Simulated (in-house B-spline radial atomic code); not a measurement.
# W⁸⁺: [Kr] 4d10 (4f5/2)6 (4f7/2)7 5s2 (5p1/2)2 (5p3/2)2 (6p1/2)1 (an excited or competing configuration)

Computed with a radial B-spline atomic code at the basis-set limit: Dirac-Hartree-Fock, average of the jj configuration, Fermi nucleus of rms radius 5.3658 fm.

Screening seen three ways: the hydrogenic charge with the same mean radius, Z_r = [3n² - l(l+1)]/(2<r>), the one with the same energy, Z_e = n√(-2ε), and Slater's rules. Values are occupation-weighted means over j. An effective charge above Z reflects the relativistic contraction of the inner shells.

```csv
shell,electrons,ε (eV),<r> (bohr),Z_r,Z_e,Slater
1s,2,-70107,0.01835,81.76,71.78,73.70
2s,2,-12352,0.0769,78.03,60.26,69.85
2p,6,-10888,0.06901,72.45,56.58,69.85
3s,2,-3013.3,0.2001,67.47,44.65,62.75
3p,6,-2566.5,0.2001,62.47,41.20,62.75
3d,10,-2016.6,0.1824,57.56,36.52,52.85
4s,2,-762.31,0.4488,53.47,29.94,46.25
4p,6,-611.23,0.4753,48.39,26.81,46.25
4d,10,-408.22,0.5082,41.33,21.91,34.85
5s,2,-214.26,1.017,36.88,19.84,17.90
4f,13,-185.39,0.5691,31.63,14.77,23.80
5p,4,-173.45,1.118,32.66,17.85,17.90
6p,1,-81.934,2.216,23.91,14.72,9.90
```

The least bound orbital is 6p1/2 at -81.93 eV, and it is also the most diffuse (<r> = 2.216 bohr).

For the 1s electron the small component carries 7.79 % of the norm, the zero-frequency Breit interaction raises the level by 243.3 eV, self-energy by 152 eV, and vacuum polarisation lowers it by 28.76 eV.
